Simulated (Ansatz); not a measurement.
The same path of C₂H₇NOSi (12 atoms, charge 0, multiplicity 1) was run twice with different band settings. Lost on the way: Si2–O5, Si2–H8. Made: O5–H8.

Computed with RKS PBE0-D4/def2-SVP (Ansatz 0.2.0).

Relaxed end points:

```xyz
12
Properties=species:S:1:pos:R:3
N -1.626 1.322 -0.420
Si -0.815 -0.161 -0.174
C 0.655 -0.249 1.003
C 1.418 -0.697 -0.261
O 0.405 -0.587 -1.273
H -1.140 2.194 -0.588
H -2.590 1.355 -0.725
H -1.902 -1.174 -0.050
H 0.991 0.715 1.414
H 0.619 -0.986 1.817
H 1.785 -1.735 -0.195
H 2.277 -0.051 -0.514
```

```xyz
12
Properties=species:S:1:pos:R:3
N -1.807 1.446 0.061
Si -1.409 -0.166 0.511
C 0.501 0.066 0.785
C 1.100 -0.968 -0.144
O 0.342 -0.865 -1.342
H -1.149 2.207 -0.086
H -2.755 1.713 -0.180
H 0.445 -1.666 -1.867
H 0.841 1.080 0.510
H 0.796 -0.115 1.833
H 0.995 -1.978 0.299
H 2.177 -0.808 -0.345
```

Common settings: movable images 7; climbing image yes; optimiser quadratic models (default); start path through a guess of the saddle point; force threshold 0.03 eV/Å; iteration limit 60; end points relaxed.

| run | spring |
| --- | --- |
| 1 | 5.0 eV/Å² |
| 2 | 0.1 eV/Å² |

(1) What does each run give, and how far can it be trusted?

Answers

(1) Run 1: converged after 11 iterations, highest image 2.964 eV above the first end. Neighbouring images differ by up to 1.7 eV, so the band resolves the path poorly. A vibrational analysis at the climbing image gives one clearly imaginary mode, 1442i cm⁻¹: a first-order saddle point.
Run 2: converged after 11 iterations, highest image 2.964 eV above the first end. Neighbouring images differ by up to 1.7 eV, so the band resolves the path poorly. Another band between the same ends (7 images) ends at a top of the same energy, where a vibrational analysis finds 1 clearly imaginary mode.
The orbitals stay closed-shell, which can raise the energy where a bond breaks towards radicals; this wasn't checked here.
